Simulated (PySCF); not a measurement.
# What a mistake does to a calculation on BH5NOSi

All numbers below are calculated, not measured. The program is PySCF 2.14.0, an open-source quantum chemistry code, run on an isolated molecule that a program drew, which may never have been made. The molecule is BH5NOSi (charge 0, doublet), drawn as the SMILES string `B[Si](N)O`.

Each row is a Hartree-Fock (HF) and frozen-core CCSD(T) single point in the cc-pV(D+d)Z basis, meant for a local HF minimum. Run 1 is clean. Each other run has one planted mistake out of seven kinds, and not every kind appears here: one electron removed, one electron added, multiplicity raised by two, geometry at a saddle point, minimal basis STO-3G, one bond length entered in bohr, all coordinates scaled. The reference is restricted for singlets and unrestricted otherwise, and also for a bond in bohr. Adding or removing an electron swaps singlet and doublet. Electrons count all cores. HOMO and LUMO are orbital energies over both spins, the gradient is its largest component, and the lowest frequency (negative if imaginary) is given only where the gradient is small. Bond lengths are over the 8 bonds as drawn. T1 is the CCSD diagnostic: over 0.02 (restricted) or 0.045 (unrestricted) a single reference is doubtful.

Geometry of the clean run:
```xyz
9
BH5NOSi, angstrom
B    -2.3491   -0.6084   -3.0222
Si   -1.8788   -1.8810   -1.6986
N    -1.1444   -3.3756   -1.8899
O    -2.1129   -1.7416   -0.0870
H    -2.1148   -0.8470   -4.1755
H    -2.8750    0.4161   -2.6789
H    -0.8775   -3.7418   -2.7817
H    -0.9316   -3.9858   -1.1256
H    -2.5243   -0.9499    0.2288
```

| run | electrons | basis functions | <S^2> | HOMO (eV) | LUMO (eV) | gradient (hartree/bohr) | lowest frequency (cm^-1) | mean bond (Å) | longest bond (Å) | T1 | HF (hartree) | CCSD(T) (hartree) | mistake |
|---|---|---|---|---|---|---|---|---|---|---|---|---|---|
| 1 | 39 | 90 | 0.757 | -7.17 | 1.85 | 3.2e-05 | 199 | 1.3195 | 1.895 | 0.0140 | -445.87392 | -446.45601 | no fault |
| 2 | 38 | 90 | 0.000 | -17.38 | -5.59 | 7.5e-02 | - | 1.3195 | 1.895 | 0.0174 | -445.64034 | -446.20947 | one electron removed |
| 3 | 39 | 29 | 0.755 | -3.97 | 6.11 | 4.9e-02 | - | 1.3195 | 1.895 | 0.0171 | -440.41724 | -440.61688 | minimal basis STO-3G |
| 4 | 39 | 90 | 1.432 | -7.74 | 1.78 | 2.2e-02 | - | 1.4531 | 2.269 | 0.0472 | -445.76340 | -446.33956 | ? |
| 5 | 39 | 90 | 0.757 | -7.27 | 2.28 | 1.1e-01 | - | 1.1981 | 1.721 | 0.0114 | -445.77441 | -446.33877 | ? |

**Which mistake was planted in run 4, and what did it cost?**

The mean bond changes by a factor of 1.101 and the longest by 1.197, so the molecule wasn't scaled as a whole. A length L in bohr read as angstrom grows by (1/0.5292 - 1) L = 0.890 L. The 8 bonds together grew by 8 x 0.1336 = 1.069 Å, which gives L = 1.201 Å. That is the length of one of the B-H bonds, 1.201 Å in the clean geometry. So the mistake is: one bond length entered in bohr. Subtracting run 1 and multiplying by 627.51 kcal/mol a hartree, the energy moved by 69.4 kcal/mol in HF and 73.1 kcal/mol in CCSD(T).

**Which mistake was planted in run 5, and what did it cost?**

The mean and the longest bond both change by the same factor, 0.908, and the gradient is no longer small. So the mistake is: all coordinates scaled. Subtracting run 1 and multiplying by 627.51 kcal/mol a hartree, the energy moved by 62.4 kcal/mol in HF and 73.6 kcal/mol in CCSD(T).

Cautions from the logs. Run 4: T1 is over the limit, so its CCSD(T) energy is less reliable.
